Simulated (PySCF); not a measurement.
Species: C₄H₄BClO.
Numbering: `[BH2:1][c:2]1[o:3][cH:4][cH:5][c:6]1[Cl:7]` (hydrogens: H8, H9 on B1; H10 on C4; H11 on C5)

Computed by this run: PBE0-D3(BJ)/def2-SVP geometry optimisation, gas phase (PySCF 2.14.0); density fitting, grid level 1; the optimiser is geomeTRIC in internal coordinates, started from a GFN2-xTB structure with every atom displaced at random (about 0.01 Å).

Step 0: E = -19436.7943 eV
```
atom  x, y, z in Å  |  force x, y, z in eV/Å
B1      2.0194   -0.6341   -0.4092   -2.062   1.932   0.437
C2      0.5407   -0.2702   -0.1128    1.486   0.261  -0.322
O3     -0.4191   -1.2432    0.0328    1.940  -0.674  -0.332
C4     -1.5367   -0.6684    0.2773   -3.149  -0.479   0.587
C5     -1.4697    0.6846    0.3084    0.376   0.876   0.060
C6     -0.1095    0.9586    0.0593    0.308  -0.611  -0.126
Cl7     0.6147    2.4925   -0.0242    0.013   0.099   0.007
H8      2.7859    0.2609   -0.5365    0.364   0.320  -0.050
H9      2.3106   -1.7225   -0.4931    0.638  -2.079  -0.184
H10    -2.4154   -1.3176    0.4401    0.423   0.216  -0.113
H11    -2.2473    1.4031    0.5077   -0.336   0.139   0.035
```

Step 1: E = -19436.9066 eV
```
atom  x, y, z in Å  |  force x, y, z in eV/Å
B1      1.9731   -0.6184   -0.4555    0.533  -0.211   0.603
C2      0.6000   -0.2409    0.0406   -0.469  -0.116  -0.446
O3     -0.3515   -1.2302    0.1582   -0.687   0.099  -0.125
C4     -1.5643   -0.6688    0.2675    0.903  -0.226   0.363
C5     -1.4698    0.6977    0.2813   -0.161   0.000  -0.082
C6     -0.0896    0.9645    0.1293    0.056   0.178   0.055
Cl7     0.5993    2.5224    0.0679    0.012  -0.017  -0.039
H8      2.7828    0.2517   -0.6575   -0.030  -0.004  -0.124
H9      2.2778   -1.7950   -0.5433   -0.136   0.288  -0.154
H10    -2.3991   -1.3521    0.3978   -0.082  -0.012  -0.079
H11    -2.2852    1.4127    0.3633    0.062   0.022   0.028
```

Problem. Estimate the geometry and energy of step 2. (The exact step hangs on the optimiser's Hessian estimate; all steps are aligned on step 1, rigid shifts and turns removed.)

Solution. E = -19436.9577 eV, largest force 0.510 eV/Å
```
atom  x, y, z in Å  |  force x, y, z in eV/Å
B1      2.0018   -0.6100   -0.3983   -0.087  -0.143  -0.057
C2      0.5768   -0.2695   -0.0097   -0.143   0.148  -0.466
O3     -0.3885   -1.2492    0.0942   -0.095   0.240   0.348
C4     -1.5665   -0.6652    0.2991    0.026  -0.338  -0.155
C5     -1.4781    0.7016    0.2861    0.141  -0.141   0.025
C6     -0.0998    0.9457    0.0874    0.179   0.134   0.176
Cl7     0.6143    2.4917    0.0197    0.009   0.022  -0.035
H8      2.8010    0.2740   -0.5802   -0.027   0.013   0.094
H9      2.3022   -1.7649   -0.5889    0.016   0.045   0.073
H10    -2.4104   -1.3381    0.4408   -0.045   0.026  -0.043
H11    -2.2790    1.4274    0.3993    0.026  -0.007   0.039
```

The energy changes by -0.0511 eV. The first-order estimate −F·Δx gives -0.1234 eV and the mean of the old and new forces, exact on a quadratic surface, -0.0517 eV. The step makes an angle of 67° with the force vector and moves no atom by more than 0.082 Å.

The cost below is that of the whole optimisation. Time: 50 s; peak memory 0.51 GiB. Hardware: an Arm Neoverse V1 with one thread, on a shared host.
